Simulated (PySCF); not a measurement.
Constitutional and geometric isomers with formula CH6B2O. All species are isolated molecules in the gas phase. One relaxed conformer stands for each flexible species; it need not be the lowest. Strings in code marks are SMILES.

The numbers are results of PySCF with M06-2X/def2-TZVP // B3LYP-D3(BJ)/def2-TZVP, not measurements. All candidates: neutral, multiplicity 1. Excitations are Tamm–Dancoff values on a coarser integration grid. The basis has no diffuse functions, so Rydberg states are missing or too high.

| Quantity | Value |
|---|---|
| HOMO | -9.62 eV |
| T1 excitation (TDA) | 5.02 eV |
| HOMO–LUMO gap | 8.71 eV |

Task: Say which member has these values.
(A) `BCBO`
(B) `BBCO`
(C) `BOBC`
(D) `BC(B)O`

Result: D, `BC(B)O`. The others give `BBCO`: -9.23 eV, 4.11 eV, 8.35 eV; `BCBO`: -9.97 eV, 5.19 eV, 9.34 eV; `BOBC`: -9.93 eV, 5.65 eV, 10.24 eV
